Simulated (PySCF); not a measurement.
Compound: C₄H₇FO₂.
Cartesian coordinates in Å at the GFN2-xTB level; atoms count from 1:
```
atom  x, y, z in Å
C1     1.745   -0.021   -0.082
C2     0.554   -0.206    0.854
O3    -0.297   -1.253    0.460
C4    -1.269   -0.698   -0.396
C5    -1.208    0.814   -0.093
F6    -0.817    1.490   -1.238
O7    -0.275    0.948    0.898
H8     1.405    0.228   -1.084
H9     2.368    0.787    0.289
H10    2.320   -0.942   -0.114
H11    0.892   -0.409    1.878
H12   -2.237   -1.140   -0.154
H13   -1.031   -0.875   -1.452
H14   -2.152    1.277    0.211
```

The calculation used PySCF 2.14.0, density-fitted response routines, TDDFT CAM-B3LYP/def2-SVPD, vertical, gas phase, core orbitals frozen in the response.

Kohn–Sham orbitals with the atoms that hold most of them (Löwdin shares over 4%, at most four atoms; ? is withheld):

```csv
orbital,ε (eV),atoms
HOMO-3,-11.84,"O3 35%, O7 31%, C2 7%, C4 6%"
HOMO-2,-11.23,"F6 24%, O7 18%, C4 18%, C5 15%"
HOMO-1,-10.38,?
HOMO,-9.43,"O3 48%, C1 11%, C2 10%, C4 9%"
LUMO,?,?
LUMO+1,1.89,"C1 13%, H14 13%, H10 9%, H12 9%"
LUMO+2,2.05,"O7 16%, H13 16%, O3 14%, C4 10%"
```

Task: Which atoms hold the LUMO, and with what shares?

Result: C4 (bonded to C, O and 2 H) 14%; C1 (bonded to C and 3 H) 10%; C5 (bonded to C, F, O and H) 10%; H12 (bonded to C) 10%. By element: carbon 35% or more, hydrogen 10% or more.

Task: Give the leading atoms of the HOMO-1.

Result: O7 (bonded to 2 C) 45%; O3 (bonded to 2 C) 18%; F6 (bonded to C) 8%; C5 (bonded to C, F, O and H) 7%. By element: oxygen 63%, fluorine 8%, carbon 7% or more.

Task: What is the LUMO energy, and the HOMO–LUMO gap?

Result: ε(LUMO) = 1.26 eV; the gap is 10.70 eV (0.3931 hartree).

Task: The HOMO–LUMO gap is 10.70 eV. Where does the response calculation put the lowest singlet, and from which orbitals?

Result: S1 is at 7.63 eV (f = 0.0032), 3.07 eV below the gap, made of HOMO→LUMO (85%). 

Task: Give energy, strength and leading configuration of S1 and S3, and follow the Löwdin shares of the leading atoms from the occupied to the empty orbital.

Result: 
- S1 (7.63 eV, f 0.0032), HOMO→LUMO (85%): O3 48% → at most 10%, C1 11% → 10%, C4 9% → 14%
- S3 (8.50 eV, f 0.028), HOMO→LUMO+1 (75%): O3 48% → at most 9%, C1 11% → 13%, H14 at most 9% → 13%

Löwdin shares depend on the basis, the more so with diffuse functions.

One conformer stands for the species.

Without π bonds the low states are Rydberg-like; a valence basis with one diffuse set may place them up to an eV too high.
